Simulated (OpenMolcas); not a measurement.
An atom or ion with 15 electrons was computed by MS-CASPT2, IPEA 0.25 Eh, imaginary shift 0.1 Eh with spin-orbit coupling (OpenMolcas, ANO-RCC-VQZP, DKH2). The lowest levels that the run gave, each within 12 % of the measured value where one is at hand:

```json
{"J": "3/2", "Parity": "odd", "E (cm⁻¹)": "0.0", "g": "2.002"}
{"J": "3/2", "Parity": "odd", "E (cm⁻¹)": "18490", "g": "0.802"}
{"J": "5/2", "Parity": "odd", "E (cm⁻¹)": "18550", "g": "1.200"}
{"J": "1/2", "Parity": "odd", "E (cm⁻¹)": "29920", "g": "0.666"}
{"J": "3/2", "Parity": "odd", "E (cm⁻¹)": "29970", "g": "1.332"}
{"J": "5/2", "Parity": "even", "E (cm⁻¹)": "102380", "g": "1.601"}
{"J": "3/2", "Parity": "even", "E (cm⁻¹)": "102980", "g": "1.735"}
{"J": "1/2", "Parity": "even", "E (cm⁻¹)": "103340", "g": "2.670"}
{"J": "3/2", "Parity": "even", "E (cm⁻¹)": "133690", "g": "0.800"}
{"J": "5/2", "Parity": "even", "E (cm⁻¹)": "133700", "g": "1.201"}
{"J": "1/2", "Parity": "even", "E (cm⁻¹)": "162150", "g": "2.000"}
{"J": "3/2", "Parity": "even", "E (cm⁻¹)": "175050", "g": "1.334"}
```

Task: Which ion is it, and what are the configurations and terms?

Result: Cl2+ (Z = 17, charge +2; active space 5 electrons in 4 orbitals (3s 3p)). J, parity and g give the terms where levels are pure, and mixed ones are named by the computed weights; the size of the splittings, set against known spectra of the 15-electron sequence, gives the charge. In order, with the measured energies in cm⁻¹ (Moore, Atomic Energy Levels, vol. I, NSRDS-NBS 35 (1971 reprint of NBS Circular 467, 1949)): 3s² 3p³ ⁴S°_3/2, 3s² 3p³ ²D°_3/2 (18053), 3s² 3p³ ²D°_5/2 (18120), 3s² 3p³ ²P°_1/2 (29812), 3s² 3p³ ²P°_3/2 (29907), 3s 3p⁴ ⁴P_5/2 (98520), 3s 3p⁴ ⁴P_3/2 (99130), 3s 3p⁴ ⁴P_1/2 (99475), 3s 3p⁴ ²D_3/2, 3s 3p⁴ ²D_5/2, 3s 3p⁴ ²S_1/2, 3s 3p⁴ ²P_3/2.

Term energies are means over components that CASPT2 splits; among the terms shown or strongly mixed into the levels shown the widest spread is 1700 cm-1 (3s 3p⁴ ²D). Over all roots computed the reference weight is 0.87 to 0.96; the roots of lowest weight are the least certain, and an intruder state may touch them. Terms of s pⁿ other than that of highest spin mix with s² pⁿ⁻² d, which this space lacks; all of them can be thousands of cm-1 off, and some have no real level of that name. Computed and measured levels are paired by configuration, term and J; levels that our copy of the source lacks, or whose pairing is in doubt (as where it misses far off the trend of its configuration), stay unpaired and out of the deviations. Only configurations of the active space appear.

° marks odd parity.
